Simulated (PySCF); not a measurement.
FeBr2 (quintet state).
Geometry (PBE0-D3(BJ)/def2-SVP, Å), atoms numbered from 1 in this order:
```
atom  x, y, z in Å
Fe1   -0.0100   -0.0362   -0.0071
Br2   -0.0128   -0.0634    2.2839
Br3    0.0064    0.0024   -2.2966
```

Method used: PBE0-D3(BJ)/def2-SVP geometry optimisation, gas phase (PySCF).

Masses are those of the commonest isotopes; rigid-rotor values at the optimised geometry. 

**Question.** What are the moment of inertia and the rotational constant?

**Answer.** I = 828.092 u·Å², B = 505379 MHz·u·Å²/I = 610.3 MHz (0.0204 cm⁻¹, or 0.029 K as hB/k).

If the electronic state has orbital angular momentum about the axis (Π, Δ; not determined here), the simple ladder of levels BJ(J+1) doesn't apply.

No PBE0-D3(BJ)/def2-SVP frequencies stand behind this structure, so it isn't proved a minimum. ⟨S²⟩ = 6.011 (exact for a quintet: 6.00). Zero-point vibration and centrifugal distortion are left out.

On one thread, Arm Neoverse V1 (aarch64), no GPU (shared host), this took 2.5 min wall and 0.41 GiB of memory at its peak. That covers the optimisation of the geometry.
